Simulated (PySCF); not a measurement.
## Assigning NMR signals

Atoms are numbered as in `[CH2:1]=[N:2][C@H:3]1[SiH2:4][C@H:5]([C:6]#[N:7])[SiH2:8]1`; H(Xn) means a hydrogen on atom n. Ha(C1) is cis to C3; Ha(Si4), Ha(Si8) are cis to N2 on the ring; Hb(C1) is trans to C3; Hb(Si4), Hb(Si8) are trans to N2 on the ring.

All values are calculated (PySCF): PBE0/pcSseg-1 with gauge-including orbitals, GFN2-xTB structure. Gas phase, relativity neglected, equivalent nuclei averaged, a single conformation.

Scale: TMS for 13C (σ = 186.93 ppm) and 1H (σ = 31.72 ppm) (reference shieldings calculated alike).

Task: Assign these signals to the numbered atoms. 13C{1H} NMR (computed): δ 149.7, 123.9, 61.7, -4.3.

Result: 
149.7 → C1, C=N carbon
123.9 → C6, nitrile carbon: C≡N carbons fall here, among the sp2 signals but without a proton
61.7 → C3, sp3 CH bonded to N and 2 Si: the inductive effect lowers its shielding
-4.3 → C5, sp3 CH bonded to 2 Si, α to a nitrile: an electropositive neighbour leaves it electron-rich and shielded

Task: Assign these signals to the numbered atoms. 1H NMR (300 MHz, computed): δ 7.49 (d, 1H), 6.90 (d, 1H), 5.11 (m, 2H), 4.82 (m, 2H), 3.89 (m, 1H), 2.35 (m, 1H).

Result: 
```tsv
δ (ppm)	atoms	environment	reason
7.49	Ha(C1)	hydrogen on a C=N carbon	–
6.90	Hb(C1)	hydrogen on a C=N carbon	–
5.11	Hb(Si4)/Hb(Si8)	hydrogen on a silicon bonded to 2 C, in a 4-membered ring	–
4.82	Ha(Si4)/Ha(Si8)	hydrogen on a silicon bonded to 2 C, in a 4-membered ring	–
3.89	H(C3)	hydrogen on an sp3 CH bonded to N and 2 Si	its carbon carries N, hence the downfield position
2.35	H(C5)	hydrogen on an sp3 CH bonded to 2 Si, α to a nitrile	–
```

Shifts are as computed. Against solution values, carbons near 30 ppm lie about +3 ppm off and those near 130 ppm about +5 ppm. Of 1309 compounds with measured shifts, 239 miss one by over three times the rms of a fit or turn the order of signals round; such compounds aren't used in these exercises. No couplings were computed; multiplicities are counted from neighbouring protons, with m where these are inequivalent, close in shift, in a saturated or five-membered ring or joined by F or P, and br s for small geminal =CH2 splittings.
